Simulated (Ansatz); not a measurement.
Cost and result up the ladder for Zn₆H₁₈S₆ (30 atoms). Total charge 0; singlet. Geometry: PBE-D4/def2-SVP.

```xyz
30

S     2.4699   -1.0628    1.8046
Zn    1.9025   -2.3405   -0.1163
Zn   -2.0851   -1.3789    1.6479
S    -0.8146   -2.0204   -0.2589
S     2.6910   -0.7109   -1.6548
Zn   -1.8446   -0.9919   -2.1411
Zn    1.5806    1.0756    2.3351
S    -1.0782    0.7746    1.7474
S     2.4241    2.1132    0.3713
Zn    1.8490    1.5020   -1.8513
Zn   -2.1359    2.0983    0.0770
S    -0.8589    1.1236   -1.6782
H    -0.0989   -2.0460    2.8394
H     2.0581   -1.8436    2.8387
H     1.8424   -3.8965   -0.2777
H    -0.6839   -2.3790    3.2263
H    -3.2876   -2.0199    2.3826
H    -1.2271   -3.3081   -0.4163
H     2.4207   -1.2621   -2.8680
H     0.2842   -1.4320   -3.1842
H    -0.2426   -1.6727   -3.7012
H    -2.9372   -1.4559   -3.1347
H     1.3152    1.7060    3.7433
H    -1.6588    1.2740    2.8728
H     1.9797    3.3942    0.4731
H    -0.1811    3.4829    0.3431
H     1.7556    2.4067   -3.1256
H    -3.3618    3.0435    0.0946
H    -0.7777    3.9795    0.3553
H    -1.2989    1.8470   -2.7441
```

Ansatz on 2 threads of AMD EPYC 7R13 on a shared host and a share (18 GiB) of an NVIDIA H100 80GB HBM3. Times are rough, and most runs start from the orbitals of an earlier one. PBE0-D4/def2-TZVP serves as the yardstick here, not as an exact answer. Differences are given only for rows in sets of like size (and for xTB, whose basis is part of the method), since another set adds its own error. Binding counts from free atoms at the same level (S triplet, Zn singlet, H doublet; other spins of the atoms weren't run), without zero-point energy or a counterpoise term.

Single mean-field runs in def2-TZVP are fitted with def2-universal-jkfit. In the singlet geometry the species has come apart into loosely held pieces. In the singlet, H20 and H21 lie 0.78 Å apart, H26 and H29 lie 0.78 Å apart, H13 and H16 lie 0.78 Å apart (atoms count from 1), so H2 has formed as a molecule.

```tsv
level	functions	binding energy per atom (eV)	difference from PBE0-D4/def2-TZVP (eV)
PBE0-D4/def2-TZVP	618	2.33	0.00
PBE-D4/def2-SVP	384	2.38	–
PBE0-D4/def2-SVP	384	2.37	–
r2SCAN-D4/def2-TZVP	618	2.39	0.06
PBE-D4/def2-TZVP (with forces)	618	2.33	0.00
```

Estimate how long each takes.

PBE-D4/def2-SVP 7 s; PBE0-D4/def2-SVP 8 s; PBE-D4/def2-TZVP (with forces) 9 s; PBE0-D4/def2-TZVP 9.5 s; r2SCAN-D4/def2-TZVP 10 s. On shared hardware such times vary by a factor of up to 3.
